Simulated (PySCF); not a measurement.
Several structures and their simulated spectra, in scrambled order.

A. `C#C[Si@@H]1C[C@H](C2CC2)[C@@H]1F`
B. `C#C[Si@@H]1C[C@@H](C2CC2)[C@H]1F`
C. SMILES CC#C[C@@H](F)C1=CC[C@@H]1F

Spectrum 1. 1H NMR (400 MHz, computed): δ 5.58 (m, 1H), 5.24 (m, 1H), 2.24 (d, 1H), 1.85 (m, 1H), 1.49 (m, 1H), 1.30 (m, 1H), 0.89 (m, 1H), 0.75 (m, 1H), 0.49 (m, 1H), 0.25 (m, 1H), 0.08 (m, 1H). 13C{1H} NMR (computed): δ 107.6 (CH), 95.9 (CH), 87.4 (C), 50.2 (CH), 18.2 (CH), 16.0 (CH2), 8.9 (CH2), 4.1 (CH2).

Spectrum 2. 1H NMR (400 MHz, computed): δ 6.52 (m, 1H), 5.95 (m, 1H), 5.59 (m, 1H), 2.74 (m, 1H), 2.68 (m, 1H), 2.10 (s, 3H). 13C{1H} NMR (computed): δ 155.6 (C), 139.7 (CH), 94.6 (C), 89.5 (CH), 82.3 (CH), 80.2 (C), 38.6 (CH2), 4.7 (CH3).

Spectrum 3. 1H NMR (400 MHz, computed): δ 5.28 (m, 1H), 4.94 (m, 1H), 2.19 (d, 1H), 1.79 (m, 1H), 1.77 (m, 1H), 1.43 (m, 1H), 1.29 (m, 1H), 0.62 (m, 1H), 0.56 (m, 1H), 0.12 (m, 1H), 0.07 (m, 1H). 13C{1H} NMR (computed): δ 107.9 (CH), 95.7 (CH), 85.5 (C), 50.0 (CH), 21.9 (CH2), 16.6 (CH), 7.2 (CH2), 5.2 (CH2).

Calculated, not measured (PySCF 2.14.0 with density-fitted response routines): σ from GIAO-PBE0/pcSseg-1, structure optimised with GFN2-xTB. A single conformation, fast rotation and ring inversion assumed for equivalent nuclei, no relativistic terms, gas phase.

Referencing at the same level of theory: 1H (31.72 ppm) and 13C (186.93 ppm) against TMS. Splittings of carbon signals by F and P are missing where no couplings were computed. Where no couplings were computed, multiplicities follow the n + 1 count of equivalent neighbours, and m marks all less simple cases (inequivalent or close neighbours, rings, F or P nearby). Shifts are as computed. Against solution values, carbons near 30 ppm lie about +3 ppm off and those near 130 ppm about +5 ppm. Of 1309 compounds with measured shifts, 239 miss one by over three times the rms of a fit or turn the order of signals round; such compounds aren't used in these exercises.

Problem. Match each spectrum to its structure.

Solution. 1–B, 2–C, 3–A.

- Spectrum 1 (B): 8 13C signals; δC 95.9 is an sp3 CH bonded to F and Si; δC 87.4 is an alkyne carbon.
- Spectrum 2 (C): 8 13C signals; δC 155.6 is a fully substituted alkene carbon; δC 139.7 is an alkene CH.
- Spectrum 3 (A): 8 13C signals; δC 95.7 is an sp3 CH bonded to F and Si; δC 85.5 is an alkyne carbon.
